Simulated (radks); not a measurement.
The numbers below are computed, except where a source is named.
All-electron atom: Sr35+ in [He] 2s1 (the NIST ground configuration). Level of theory: scalar-relativistic Kohn-Sham, r2SCAN, spin-polarised, spherical densities, finite nucleus; open shells are filled with parallel spins first (spin-orbit coupling, left out, can overturn this in heavy ions); meta-GGA in the generalised Kohn-Sham scheme; Fermi nuclear charge, rms radius 4.224 fm (a radial shooting solver on a logarithmic mesh with Libxc functionals). Some entries of the table are withheld. Estimate them.

orbital  occ.  eigenvalue (hartree)  r(max) (bohr)
1s up       1             -696.6528            (1)
1s down     1             -696.2913            (2)
2s up       1             -167.7056         0.1380

Answer. 
(1) 1s up r(max) (bohr): 0.02546
(2) 1s down r(max) (bohr): 0.02548
